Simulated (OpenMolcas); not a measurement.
## Ni6+: effect of correlating more closed shells

```
Program             : OpenMolcas
Basis               : ANO-RCC-VTZP [6s5p3d2f1g]
Scalar Hamiltonian  : DKH2, point nucleus
Active space        : 4 electrons in 5 orbitals (3d)
State averaging     : 2S+1 = 5 even, 5 roots; 2S+1 = 3 even, 45 roots; 2S+1 = 1 even, 50 roots
Spin-orbit coupling : state interaction with AMFI integrals over the reference wave functions, term energies averaged over their components
```

Methods on the same reference wave functions:
A. CASSCF
B. MS-CASPT2, IPEA 0.25 Eh, imaginary shift 0.1 Eh (closed shells correlated: none)
C. MS-CASPT2, IPEA 0.25 Eh, imaginary shift 0.1 Eh (closed shells correlated: 3s 3p)
D. MS-CASPT2, IPEA 0.25 Eh, imaginary shift 0.1 Eh (closed shells correlated: 2s 2p 3s 3p)

Energies in cm-1 above 3d4 5D0, the measured ground level; measured values from Corliss and Sugar, J. Phys. Chem. Ref. Data 10, 197 (1981).

```tsv
Level	A	B	C	D	Measured
3d4 5D0	0.0	0.0	0.0	0.0	0.0
3d4 5D1	287	292	294	294	279
3d4 5D2	836	847	850	851	804
3d4 5D3	1607	1621	1625	1625	1520
3d4 5D4	2563	2570	2580	2580	2392
3d4 3H4	33608	33000	32260	32350	31672
3d4 3H5	34228	33640	32930	33030	32286
3d4 3H6	34881	34310	33630	33730	32877
3d4 3P0(1)	35266	31910	30560	30490	30077
3d4 3P1(1)	36944	33600	32300	32230	31836
3d4 3F2(1)	38851	36490	34870	34850	34247
3d4 3F3(1)	38900	36630	34970	34950	34317
3d4 3F4(1)	39179	36930	35280	35250	34576
3d4 3P2(1)	39739	36400	35090	35020	34555
3d4 3G3	42588	40940	38960	38970	38160
3d4 3G4	43257	41620	39640	39650	38746
3d4 3G5	43729	42160	40190	40200	39247
3d4 1I6	50924	50240	49170	49310	
3d4 1G4(1)	53952	51550	48660	48630	
3d4 3D3	54671	51700	47780	47660	
3d4 3D2	54876	51880	48010	47890	
3d4 3D1	55179	52210	48290	48170	
3d4 1S0(1)	62338	58060	52460	52250	
3d4 1D2(1)	66416	62040	60830	60780
```

Deviations, from unrounded energies. A percentage is the sum of absolute deviations over the sum of measured energies, with the sign that they share, or ± where signs differ.

```json
{"Against measurement": "mean absolute deviation (cm-1)", "Levels": "16", "A": "3100", "B": "1600", "C": "530", "D": "530"}
{"Against measurement": "fine structure of the ground term (%)", "Levels": "4", "A": "+6.0", "B": "+6.8", "C": "+7.0", "D": "+7.0"}
{"Against measurement": "other terms of the ground configuration (%)", "Levels": "12", "A": "+11.8", "B": "+6.1", "C": "+2.0", "D": "+2.0"}
```

C, D lie about equally close to measurement and A furthest from it. The largest miss of C in the table is 3d4 3G5, by +950 cm-1. The ranking rests on the paired levels alone, and a cruder setting can come out closer through cancelling errors.

Among B to D the level of the table that moves most is 3d4 1S0(1), by 5800 cm-1 (lowest in D, highest in B). Moves below CASPT2's spread within the term are not significant.

The two smallest mean deviations differ by little beside CASPT2's spread within terms, so their order carries little weight.

From A to B the spin-free energies of the other terms of 3d4 shown, above 5D, scale by factors of 0.91 to 0.99.

The lowest spin-free term lies below A's lowest term by 0.041 hartree in B, 0.354 hartree in C, 0.399 hartree in D.

What an inner shell adds also hangs on whether the basis holds functions to correlate it.

CASPT2 does not keep the components of a term degenerate, so their means are used; among the terms shown or strongly mixed into the levels shown the widest spread is 1000 cm-1 (3d4 1I, D). The CASPT2 spread within a term exceeds the gap to the next term for 3d4 3D and 3d4 1G(1), 3d4 1G(1) and 3d4 1I, so the order of their levels is uncertain (figures for C; the like holds for D). Without dynamic correlation excited terms often stand tens of per cent too high (terms of higher spin than the ground term too low), and those without a measured partner can miss by more than the paired ones (holds for A). Measured partners are found by configuration, term and J. A level has none where our copy of the source lacks it or the pairing is in doubt (some pairs that miss far off the trend of their configuration count as doubtful), and it then counts in no deviation. Levels of configurations outside the active space are missing. Levels that lie high or do not pair safely by name in every column are left out.

A number in round brackets counts repeated terms of one configuration in the order of the reference energies.
